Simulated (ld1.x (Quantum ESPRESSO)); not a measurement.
## Ranking TM semilocal potentials for Au (Z = 79)

All share these settings but for the change named:

| Quantity | Value |
| --- | --- |
| Element | Au (Z = 79) |
| Generator | ld1.x (Quantum ESPRESSO) 7.5 |
| Type | norm-conserving Troullier–Martins (semilocal form) |
| Functional | Wu–Cohen |
| Relativity | scalar-relativistic |
| Frozen core | [Xe] 4f14 |
| Valence charge | 11 |
| Reference configuration | 5d10 6s0.75 6p0.25 |
| Partial waves | 6s (bound): rc 2.25 bohr; 6p (bound): rc 3.00 bohr; 5d (bound): rc 2.10 bohr |
| Local potential | the d channel |
| Core correction | Bessel-smoothed model core inside 1.55 bohr |

Test errors are all-electron minus pseudo excitation energies from the reference, over 5d10 6s1 6p0; 5d10 6s0 6p0; 5d9 6s0 6p0; 5d9 6s2 6p0; 5d7 6s0 6p0; 5d10 6s0.5 6p0; 5d10 6s0 6p1. None of these files shows a bound ghost.

The base gives 490.2 meV.

Of 9 variants that were run, those that failed, showed a ghost or another fault, or gave nearly equal values are left out.

A variant can come out equal or close to the base, since the largest error may sit in a test that the change hardly touches while other tests move.

(1) Rank these variants by their largest absolute test error, smallest first.
A. core correction none
B. wave 6s (bound): rc 2.25 bohr becomes 6s (bound): rc 3.20 bohr
C. wave 5d (bound): rc 2.10 bohr becomes 5d (bound): rc 3.02 bohr
D. wave 5d (bound): rc 2.10 bohr becomes 5d (bound): rc 2.86 bohr
E. functional PBEsol

## Answers

(1) A (201.5 meV), C (326.4 meV), D (434.4 meV), E (500.4 meV), B (691.6 meV).
